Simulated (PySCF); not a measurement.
SMILES C1C[C@@]2(CCCl)[C@@H]1C2, C7H11Cl

Geometry:
| atom | x (Å) | y (Å) | z (Å) |
| --- | --- | --- | --- |
| Cl1 | 3.830 | -0.979 | 0.542 |
| C2 | 2.338 | -0.020 | 0.343 |
| C3 | 1.138 | -0.925 | 0.098 |
| C4 | -0.101 | -0.099 | -0.101 |
| C5 | -0.853 | 0.619 | 1.020 |
| C6 | -2.187 | 0.265 | 0.328 |
| C7 | -1.409 | -0.435 | -0.778 |
| C8 | -0.462 | 0.542 | -1.407 |
| H9 | 2.500 | 0.649 | -0.502 |
| H10 | 2.212 | 0.561 | 1.256 |
| H11 | 1.315 | -1.537 | -0.789 |
| H12 | 1.008 | -1.596 | 0.950 |
| H13 | -0.737 | 0.138 | 1.988 |
| H14 | -0.636 | 1.682 | 1.120 |
| H15 | -2.792 | 1.111 | 0.002 |
| H16 | -2.806 | -0.409 | 0.915 |
| H17 | -1.722 | -1.340 | -1.271 |
| H18 | 0.076 | 0.192 | -2.276 |
| H19 | -0.721 | 1.590 | -1.444 |

Method used: TDDFT CAM-B3LYP/def2-SVPD circular dichroism and optical rotation, one conformer, gas phase (PySCF 2.14.0). Geometry: GFN2-xTB.

The molecule is flexible and this is one conformer; a measurement averages over conformers. Singlets 5 and 6 lie within 0.01 eV of each other, so their separate moments and overlaps can depend on how they mix.

Draw the ECD and absorption spectra from the lowest 12 states, each a Gaussian of half-width 0.25 eV at 1/e height.


```csv
E (eV),λ (nm),Δε (L mol⁻¹ cm⁻¹),ε (L mol⁻¹ cm⁻¹)
6.71,185,+0.26,26.1
6.81,182,+1.07,111
6.91,179,+3.28,344
7.01,177,+7.20,788
7.11,174,+11.37,1350
7.21,172,+12.88,1810
7.31,170,+11.06,1980
7.41,167,+9.57,1950
7.51,165,+11.94,1890
7.61,163,+15.11,1940
7.71,161,+11.40,2270
7.81,159,-0.77,3100
7.91,157,-11.99,4580
8.01,155,-12.33,6500
8.11,153,-4.37,8160
8.21,151,+0.39,8620
8.31,149,-3.57,7580
8.41,147,-11.04,5740
```
Δε uses R in velocity form, ε uses f in length form. Only the states computed contribute, so the short-wavelength end is incomplete.

The sign of the CD band at 154 nm isn't settled: the length form gives the opposite one.
